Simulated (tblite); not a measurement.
Compound: C₃H₁₀OSSi₂.
SMILES with atom numbers: `[CH3:1][C:2](=[S:3])[O:4][SiH2:5][CH2:6][SiH3:7]` (hydrogens: H8, H9, H10 on C1; H11, H12 on Si5; H13, H14 on C6; H15, H16, H17 on Si7)

Computed with GFN2-xTB (tblite), gas phase: L-BFGS steps from a force-field or distance-geometry start until the largest atomic force falls under 0.01 eV/Å.

Step 28: E = -607.7271 eV
```
atom  x, y, z in Å  |  force x, y, z in eV/Å
C1     -2.7796    0.5479    0.9761    0.031   0.013  -0.014
C2     -1.9964    0.3739   -0.2857   -0.060  -0.004   0.025
S3     -2.7260    0.2078   -1.7329    0.004  -0.017   0.035
O4     -0.6909    0.3712   -0.1643   -0.022  -0.028  -0.006
Si5     0.3288    0.0845   -1.4556    0.021   0.034   0.047
C6      2.0584    0.2206   -0.7083   -0.009   0.018  -0.010
Si7     2.3007    0.1571    1.1758   -0.029   0.001   0.007
H8     -2.1919    0.2432    1.8406    0.002   0.012  -0.042
H9     -3.0473    1.6009    1.0892    0.024  -0.049   0.005
H10    -3.7026   -0.0273    0.9193    0.053   0.047   0.010
H11     0.0170   -1.2483   -1.9599    0.008  -0.038   0.006
H12     0.0931    1.1116   -2.4632   -0.008   0.038  -0.047
H13     2.6594   -0.5652   -1.1601    0.001  -0.014  -0.041
H14     2.4970    1.1547   -1.0541    0.037   0.014  -0.053
H15     1.4772   -0.8701    1.8061   -0.054  -0.070   0.012
H16     3.7118   -0.1644    1.4126    0.011   0.030   0.045
H17     1.9843    1.4635    1.7545   -0.010   0.014   0.019
```

Step 29: E = -607.7282 eV
```
atom  x, y, z in Å  |  force x, y, z in eV/Å
C1     -2.7749    0.5485    0.9780    0.031   0.006  -0.016
C2     -1.9966    0.3734   -0.2850   -0.026  -0.002  -0.012
S3     -2.7310    0.1990   -1.7279   -0.016  -0.020  -0.002
O4     -0.6904    0.3770   -0.1715   -0.023  -0.020   0.039
Si5     0.3298    0.0880   -1.4598   -0.002   0.024   0.030
C6      2.0553    0.2204   -0.7065    0.032   0.019  -0.033
Si7     2.2950    0.1555    1.1772   -0.029  -0.004   0.001
H8     -2.1844    0.2428    1.8394    0.005   0.007  -0.017
H9     -3.0399    1.6015    1.0913    0.015  -0.031   0.014
H10    -3.6979   -0.0256    0.9212    0.038   0.043   0.025
H11     0.0177   -1.2449   -1.9624    0.006  -0.050  -0.001
H12     0.0975    1.1118   -2.4715   -0.010   0.041  -0.045
H13     2.6578   -0.5646   -1.1581   -0.006  -0.026  -0.036
H14     2.4972    1.1526   -1.0533    0.034   0.028  -0.038
H15     1.4753   -0.8730    1.8091   -0.060  -0.080   0.010
H16     3.7065   -0.1596    1.4130    0.032   0.020   0.050
H17     1.9760    1.4588    1.7571   -0.020   0.045   0.030
```

Step 30: E = -607.7295 eV
```
atom  x, y, z in Å  |  force x, y, z in eV/Å
C1     -2.7690    0.5494    0.9800    0.023  -0.001  -0.010
C2     -1.9972    0.3728   -0.2845    0.019  -0.002  -0.051
S3     -2.7374    0.1884   -1.7222   -0.035  -0.023  -0.042
O4     -0.6903    0.3835   -0.1790   -0.016  -0.013   0.069
Si5     0.3308    0.0923   -1.4643   -0.026   0.008  -0.003
C6      2.0528    0.2205   -0.7052    0.066   0.019  -0.049
Si7     2.2880    0.1536    1.1788   -0.025  -0.011   0.002
H8     -2.1762    0.2425    1.8381    0.018  -0.003   0.014
H9     -3.0313    1.6018    1.0941    0.006   0.005   0.022
H10    -3.6922   -0.0228    0.9241    0.007   0.028   0.038
H11     0.0192   -1.2418   -1.9656    0.006  -0.041   0.001
H12     0.1025    1.1125   -2.4820   -0.012   0.030  -0.026
H13     2.6562   -0.5647   -1.1559   -0.016  -0.030  -0.028
H14     2.4984    1.1508   -1.0529    0.031   0.034  -0.022
H15     1.4720   -0.8778    1.8123   -0.053  -0.073  -0.002
H16     3.7012   -0.1540    1.4137    0.035   0.014   0.054
H17     1.9655    1.4544    1.7606   -0.028   0.059   0.034
```

Step 31: E = -607.7309 eV
```
atom  x, y, z in Å  |  force x, y, z in eV/Å
C1     -2.7619    0.5506    0.9825    0.010  -0.006  -0.002
C2     -1.9981    0.3720   -0.2845    0.056  -0.003  -0.076
S3     -2.7462    0.1756   -1.7157   -0.039  -0.024  -0.072
O4     -0.6906    0.3907   -0.1867   -0.001  -0.007   0.072
Si5     0.3320    0.0975   -1.4694   -0.042  -0.011  -0.039
C6      2.0513    0.2212   -0.7048    0.079   0.017  -0.052
Si7     2.2794    0.1515    1.1806   -0.015  -0.013   0.007
H8     -2.1670    0.2423    1.8375    0.033  -0.012   0.037
H9     -3.0214    1.6024    1.0980    0.000   0.043   0.028
H10    -3.6856   -0.0188    0.9282   -0.028   0.007   0.050
H11     0.0228   -1.2390   -1.9695    0.005  -0.019   0.007
H12     0.1083    1.1138   -2.4947   -0.015   0.009   0.005
H13     2.6544   -0.5659   -1.1537   -0.024  -0.027  -0.022
H14     2.5013    1.1494   -1.0533    0.028   0.033  -0.003
H15     1.4667   -0.8848    1.8147   -0.034  -0.050  -0.024
H16     3.6954   -0.1472    1.4155    0.018   0.010   0.056
H17     1.9522    1.4503    1.7655   -0.031   0.052   0.029
```

Question: Estimate the geometry and energy of step 32. (The exact step hangs on the optimiser's Hessian estimate; all steps are aligned on step 31, rigid shifts and turns removed.)

Answer: E = -607.7324 eV, largest force 0.099 eV/Å
```
atom  x, y, z in Å  |  force x, y, z in eV/Å
C1     -2.7546    0.5519    0.9854   -0.004  -0.005   0.003
C2     -1.9988    0.3710   -0.2853    0.065  -0.004  -0.074
S3     -2.7571    0.1621   -1.7092   -0.021  -0.022  -0.079
O4     -0.6910    0.3972   -0.1939    0.016  -0.004   0.041
Si5     0.3334    0.1033   -1.4751   -0.037  -0.027  -0.059
C6      2.0515    0.2227   -0.7057    0.064   0.011  -0.041
Si7     2.2700    0.1493    1.1824   -0.003  -0.005   0.008
H8     -2.1577    0.2420    1.8382    0.039  -0.015   0.037
H9     -3.0113    1.6038    1.1024    0.002   0.062   0.030
H10    -3.6796   -0.0141    0.9335   -0.051  -0.008   0.061
H11     0.0293   -1.2368   -1.9729    0.000   0.006   0.013
H12     0.1139    1.1155   -2.5079   -0.019  -0.012   0.038
H13     2.6524   -0.5681   -1.1519   -0.026  -0.020  -0.016
H14     2.5064    1.1483   -1.0552    0.025   0.027   0.016
H15     1.4596   -0.8934    1.8148   -0.006  -0.016  -0.051
H16     3.6893   -0.1398    1.4190   -0.012   0.007   0.057
H17     1.9372    1.4466    1.7712   -0.031   0.025   0.014
```

The energy changes by -0.0015 eV. The first-order estimate −F·Δx gives -0.0021 eV and the mean of the old and new forces, exact on a quadratic surface, -0.0015 eV. The step makes an angle of 78° with the force vector and moves no atom by more than 0.019 Å.

The cost below is that of the whole relaxation. Time: 1.3 s. Hardware: Arm Neoverse V1, one thread, on a shared host.
